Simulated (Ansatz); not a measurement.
Molecular dynamics of BBrFH4N

The input (input.yaml):

```yaml
crystal:
  periodic: [false, false, false]
  atoms:
    - { symbol: B, position_ang: [-0.005866, -0.042468, 0.266228] }
    - { symbol: "N", position_ang: [-0.010618, 0.107419, 1.756603] }
    - { symbol: H, position_ang: [-0.796994, -0.301827, 2.256959] }
    - { symbol: H, position_ang: [0.876683, -0.071447, 2.22579] }
    - { symbol: F, position_ang: [1.179657, -0.14984, -0.294116] }
    - { symbol: H, position_ang: [-1.022317, -0.279985, -0.323239] }
    - { symbol: Br, position_ang: [-0.368909, 2.711961, 0.561847] }
    - { symbol: H, position_ang: [-0.182234, 1.359688, 1.601328] }
basis:
  gaussian: { orbitals: def2-SVP }
hamiltonian:
  xc: pbe0
  dispersion: d4
md:
  timestep: 0.5
  n_steps: 200
  ensemble: nve
  temperature: 100.0
  initial_velocities: maxwell_boltzmann
  seed: 3733
```

Command:

```bash
$ ansatz run input.yaml --threads 2 --pin off --max-ram 3072MiB --backend cpu --events-out ev --progress --plain --runs-dir out
```

It starts at the highest image of a converged band, a first-order saddle point between two minima.

Output, in part (step lines, the closing report, with atoms numbered from 0):

```
md step     0: t =     0.00 fs  T =   100.0 K  F+E_penalty+E_count = -74971.48537523 eV  E_kin = 0.077556 eV  conserved = -74971.40781923 eV  (25 SCF iters)
md step     1: t =     0.50 fs  T =    98.3 K  F+E_penalty+E_count = -74971.48399872 eV  E_kin = 0.076211 eV  conserved = -74971.40778817 eV  (23 SCF iters)
md step     2: t =     1.00 fs  T =    93.5 K  F+E_penalty+E_count = -74971.48023536 eV  E_kin = 0.072533 eV  conserved = -74971.40770209 eV  (23 SCF iters)
md step     3: t =     1.50 fs  T =    87.4 K  F+E_penalty+E_count = -74971.47542031 eV  E_kin = 0.067821 eV  conserved = -74971.40759937 eV  (23 SCF iters)
md step     4: t =     2.00 fs  T =    82.0 K  F+E_penalty+E_count = -74971.47113664 eV  E_kin = 0.063606 eV  conserved = -74971.40753032 eV  (24 SCF iters)
md step     5: t =     2.50 fs  T =    78.5 K  F+E_penalty+E_count = -74971.46844590 eV  E_kin = 0.060917 eV  conserved = -74971.40752862 eV  (24 SCF iters)
md step     6: t =     3.00 fs  T =    77.1 K  F+E_penalty+E_count = -74971.46737938 eV  E_kin = 0.059789 eV  conserved = -74971.40758990 eV  (24 SCF iters)
md step     7: t =     3.50 fs  T =    76.5 K  F+E_penalty+E_count = -74971.46700303 eV  E_kin = 0.059328 eV  conserved = -74971.40767506 eV  (24 SCF iters)
[... lines left out ...]
Total energy: -74971.81839101 eV, -2755.1635081460 hartree
Atom 0 at     0.175924    -0.971916     0.430985 Å, force    -0.212407     0.299267     0.615675 eV/Å
Atom 1 at     0.210291    -0.995914     1.837587 Å, force     0.835252     0.534056    -0.349636 eV/Å
Atom 2 at    -0.604416    -1.192656     2.383444 Å, force    -0.328341    -0.348829     0.318267 eV/Å
Atom 3 at     1.015341    -0.652024     2.378215 Å, force    -0.574812    -0.186380    -0.385319 eV/Å
Atom 4 at     1.180123    -0.373503    -0.210871 Å, force     0.093247    -0.267230    -0.188744 eV/Å
Atom 5 at    -0.783257    -1.408632    -0.169413 Å, force     0.181548     0.039995    -0.039832 eV/Å
Atom 6 at    -0.440010     3.110806     0.506559 Å, force    -0.057494     0.207837    -0.092877 eV/Å
Atom 7 at    -0.144400     1.858245     1.090055 Å, force     0.063008    -0.278716     0.122465 eV/Å
Dipole moment:    -0.071951    -0.297306     0.558260 e Å
```

The steps, from the saved trajectory:

| time (fs) | T (K) | potential energy less start (eV) | conserved less start (meV/atom) |
| --- | --- | --- | --- |
| 0.0 | 100 | 0.000 | 0.00 |
| 3.0 | 77 | 0.018 | 0.03 |
| 6.0 | 54 | 0.036 | 0.04 |
| 9.0 | 72 | 0.022 | 0.01 |
| 12.0 | 104 | -0.003 | 0.03 |
| 15.0 | 153 | -0.041 | 0.02 |
| 18.0 | 165 | -0.050 | 0.01 |
| 21.0 | 192 | -0.071 | 0.03 |
| 24.0 | 233 | -0.103 | 0.02 |
| 27.0 | 269 | -0.131 | 0.02 |
| 30.0 | 340 | -0.186 | 0.01 |
| 33.0 | 356 | -0.198 | 0.05 |
| 36.0 | 440 | -0.264 | -0.03 |
| 39.0 | 438 | -0.261 | 0.04 |
| 42.0 | 484 | -0.298 | 0.01 |
| 45.0 | 503 | -0.313 | 0.01 |
| 48.0 | 551 | -0.349 | 0.01 |
| 51.0 | 580 | -0.372 | 0.03 |
| 54.0 | 614 | -0.399 | 0.01 |
| 57.0 | 651 | -0.428 | 0.00 |
| 60.0 | 623 | -0.405 | 0.04 |
| 63.0 | 632 | -0.413 | -0.02 |
| 66.0 | 572 | -0.366 | 0.04 |
| 69.0 | 580 | -0.372 | 0.01 |
| 72.0 | 552 | -0.350 | 0.03 |
| 75.0 | 577 | -0.370 | -0.01 |
| 78.0 | 555 | -0.353 | 0.05 |
| 81.0 | 598 | -0.386 | 0.00 |
| 84.0 | 590 | -0.380 | 0.02 |
| 87.0 | 591 | -0.381 | 0.01 |
| 90.0 | 572 | -0.366 | 0.02 |
| 93.0 | 563 | -0.359 | 0.01 |
| 96.0 | 539 | -0.340 | 0.03 |
| 99.0 | 525 | -0.330 | 0.01 |

The run went to its last step. The conserved energy stayed within 0.051 meV per atom of its start (net change 0.01 meV per atom), so the integration is sound. The system heated up, since it started high on the potential surface and ran downhill. A run of 0.1 ps of so small a system gives no equilibrium averages. The orbitals stay closed-shell, which can raise the energy where a bond breaks towards radicals; this wasn't checked here.

The step under study would form B1–Br7, N2–H8 and break B1–N2, Br7–H8. These pairs go: B1–Br7 2.79 → 4.13 Å, N2–H8 1.27 → 2.97 Å, B1–N2 1.50 → 1.41 Å, Br7–H8 1.72 → 1.41 Å. In the last frame they stand as before the step (other bonds may differ from the relaxed reactants and products). It ends as BFH3N + BrH. Pairs count as bonded within 1.25 times the sum of covalent radii (0.12 Å more for H–H).

Last frame:

```xyz
8
Properties=species:S:1:pos:R:3
B 0.176 -0.972 0.431
N 0.210 -0.996 1.838
H -0.604 -1.193 2.383
H 1.015 -0.652 2.378
F 1.180 -0.373 -0.211
H -0.783 -1.409 -0.169
Br -0.440 3.111 0.507
H -0.144 1.858 1.090
```

Time of the run: 6.9 min on 2 threads of Arm Neoverse V1 (shared host), peak memory 0.2 GiB.
